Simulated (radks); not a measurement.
Results of a calculation; reference values are marked as such.
Problem. The lead ion Pb77+, 5 electrons, occupied as [He] 2s2 2p1. Code: a radial shooting solver on a logarithmic mesh with Libxc functionals. Model: non-relativistic Kohn-Sham, LDA (Slater exchange, Perdew-Wang correlation), spin-unpolarised, spherical densities, point nucleus; relativity is left out, which matters for an element this heavy. Some entries of the table are withheld. Estimate them.

| orbital | occ. | eigenvalue (Ry) | <1/r> (bohr^-1) | r(max) (bohr) |
|---|---|---|---|---|
| 1s | 2 | -6475.425 | 81.56 | 0.01225 |
| 2s | 2 | -1558.050 | 19.99 | 0.06504 |
| 2p | 1 | (1) | 19.95 | 0.05008 |
| 3s | 0 | -679.9435 | 8.780 | (2) |
| 3p | 0 | -674.7492 | (3) | 0.1519 |

Solution. 
(1) 2p eigenvalue (Ry): -1542.320
(2) 3s r(max) (bohr): 0.1643
(3) 3p <1/r> (bohr^-1): 8.759
